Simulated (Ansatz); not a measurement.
Ga(F)2(SeH) (F2GaHSe), SMILES [F][Ga]([F])[SeH].

The structure is a stationary point at ωB97X-D3(BJ)/def2-SVP. The structure was generated by enumeration; whether it is a known compound was not checked. One conformer was computed; it need not be the lowest.

Two levels are set side by side: PBE/def2-SVPD (Ansatz, a program for electronic structure) and CAM-B3LYP/def2-SVPD (Ansatz). Energy differences of separate SCF runs at the same geometry; the states with an electron removed or added have multiplicity 2 and 2. Differences are taken from unrounded values.

| quantity | PBE |
|---|---|
| vertical ionisation energy (eV) | 10.48 |
| vertical electron affinity (eV) | 0.49 |
| vertical singlet–triplet gap (eV) | 4.55 |

These are the PBE values. What does CAM-B3LYP give? (An estimate is asked for; the answer gives what the named calculation found.)


```
quantity                           CAM-B3LYP  PBE minus CAM-B3LYP
---------------------------------  ---------  -------------------
vertical ionisation energy (eV)        10.66                -0.18
vertical electron affinity (eV)         0.37                 0.12
vertical singlet–triplet gap (eV)       4.75                -0.21
```
